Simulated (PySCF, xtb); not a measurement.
I₃Sb, SMILES [I][Sb-]([I])[I], charge -1, multiplicity 2.

Harmonic wavenumbers (cm⁻¹) from GFN2-xTB run with xtb at its own minimum, in rising order: 33, 39, 48, 112, 132, 183.

Q: What does PBE0-D3(BJ)/def2-SVPD (PySCF) give at its own minimum? (Estimate from the structure and the level; the computed values follow.)

A: 19, 27, 47, 105, 136, 182. Paired by order, the mean absolute difference is 7 cm⁻¹ and the zero-point energies are 0.8 and 0.7 kcal/mol.
